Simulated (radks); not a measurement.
Results of a calculation; reference values are marked as such.
Ionisation of Al2+, [Ne] 3s1, to Al3+, [Ne], under several functionals. Non-relativistic Kohn-Sham, spin-polarised, spherical densities, point nucleus; open shells are filled with parallel spins first; a radial shooting solver on a logarithmic mesh with Libxc functionals.

LDA (Slater exchange, VWN5 correlation): E(Al2+) (hartree) -240.40630; Exc (hartree) -17.00144; IE (eV) 28.819; -e(HOMO) (eV) 24.542; <r> HOMO (bohr) 2.186; IE error (eV) +0.372
r2SCAN: E(Al2+) (hartree) -241.43678; Exc (hartree) -18.08489; IE (eV) 28.385; -e(HOMO) (eV) 24.651; <r> HOMO (bohr) 2.206; IE error (eV) -0.063
XLYP: E(Al2+) (hartree) -241.57046; Exc (hartree) -18.20805; IE (eV) 29.095; -e(HOMO) (eV) 24.445; <r> HOMO (bohr) 2.184; IE error (eV) +0.647
exchange-only r2SCAN: E(Al2+) (hartree) -241.04423; Exc (hartree) -17.68591; IE (eV) 27.920; -e(HOMO) (eV) 24.274; <r> HOMO (bohr) 2.232; IE error (eV) -0.527
BP86: E(Al2+) (hartree) -241.47402; Exc (hartree) -18.11078; IE (eV) 28.669; -e(HOMO) (eV) 24.561; <r> HOMO (bohr) 2.191; IE error (eV) +0.221
Wu-Cohen GGA: E(Al2+) (hartree) -241.11744; Exc (hartree) -17.74341; IE (eV) 28.657; -e(HOMO) (eV) 24.453; <r> HOMO (bohr) 2.192; IE error (eV) +0.209
Tao-Mo meta-GGA: E(Al2+) (hartree) -241.38528; Exc (hartree) -18.02057; IE (eV) 28.585; -e(HOMO) (eV) 24.507; <r> HOMO (bohr) 2.204; IE error (eV) +0.137
TASK exchange with Perdew-Wang LDA correlation: E(Al2+) (hartree) -241.41814; Exc (hartree) -18.06695; IE (eV) 27.333; -e(HOMO) (eV) 24.591; <r> HOMO (bohr) 2.252; IE error (eV) -1.115
RPBE: E(Al2+) (hartree) -241.44126; Exc (hartree) -18.07650; IE (eV) 28.768; -e(HOMO) (eV) 24.372; <r> HOMO (bohr) 2.204; IE error (eV) +0.320
SOGGA: E(Al2+) (hartree) -240.76120; Exc (hartree) -17.37342; IE (eV) 28.546; -e(HOMO) (eV) 24.295; <r> HOMO (bohr) 2.199; IE error (eV) +0.098
exchange-only PBE: E(Al2+) (hartree) -240.93154; Exc (hartree) -17.55177; IE (eV) 28.561; -e(HOMO) (eV) 24.051; <r> HOMO (bohr) 2.209; IE error (eV) +0.114
exchange-only B88: E(Al2+) (hartree) -241.03314; Exc (hartree) -17.65986; IE (eV) 28.413; -e(HOMO) (eV) 24.088; <r> HOMO (bohr) 2.205; IE error (eV) -0.035

NIST Atomic Spectra Database: 28.448 eV (measured). Closest: exchange-only B88. The Delta-SCF values span 1.76 eV, the total energies 1.16 hartree. The highest occupied level is 3s.
